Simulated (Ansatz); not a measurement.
`[Cl][Al]([Cl])[I]` + H–F → `[F][Al]([Cl])[Cl]` + HI at 700 K and 1 bar (ligand exchange at the Al–I bond).

Computed with Ansatz on PBE0-D4/def2-TZVP structures; ΔE is electronic, products minus reactants. CCSD(T)/CBS adds triple-zeta CCSD(T) − MP2 to the extrapolated MP2 energy (def2 sets, frozen cores). This one scheme is used for every species. Elements past krypton have def2 core potentials. For I outer-core shells are correlated without core-valence functions, which leaves a few kJ/mol of doubt a bond.

```csv
species,CCSD(T)/CBS energy (Eh),H − E (kJ/mol),S (J/(mol·K))
`[Cl][Al]([Cl])[I]`,-1459.21603,59.8,409.4
H–F,-100.39570,45.2,198.5
`[F][Al]([Cl])[Cl]`,-1261.58534,61.2,374.5
HI,-298.03592,34.6,231.7
```

H − E and S are ideal-gas, rigid-rotor, harmonic terms from PBE0-D4/def2-TZVP. 1 Eh = 2625.50 kJ/mol, R = 8.31446 J/(mol·K).

Task: By hand: ΔE, ΔH, ΔS and ΔG.

Result: ΔE = (-1261.58534) + (-298.03592) − (-1459.21603) − (-100.39570) = -0.00953 Eh = -25.0 kJ/mol. Δ(H − E) = 61.2 + 34.6 − 59.8 − 45.2 = -9.2, so ΔH = -34.2 kJ/mol. ΔS = 374.5 + 231.7 − 409.4 − 198.5 = -1.7 J/(mol·K). ΔG = -34.2 − 700 × (-1.7)/1000 = -33.0 kJ/mol.

Task: By hand: the equilibrium constant, and the temperature at which ΔG would vanish if ΔH and ΔS stayed fixed.

Result: log₁₀ K = −ΔG/(RT ln 10) = 2.5. ΔG = 0 at ΔH/ΔS = 20118 K, far beyond where these terms or the molecules hold.

The number of gas molecules stays the same, so ΔS is small and ΔH decides. A doubt of 5 kJ/mol in ΔE shifts log₁₀ K by 0.4 here. These are equilibria of isolated gas molecules and say nothing of rates. Largest T1 diagnostic: 0.010 (customary marks: 0.02 for closed shells, 0.045 for open ones).
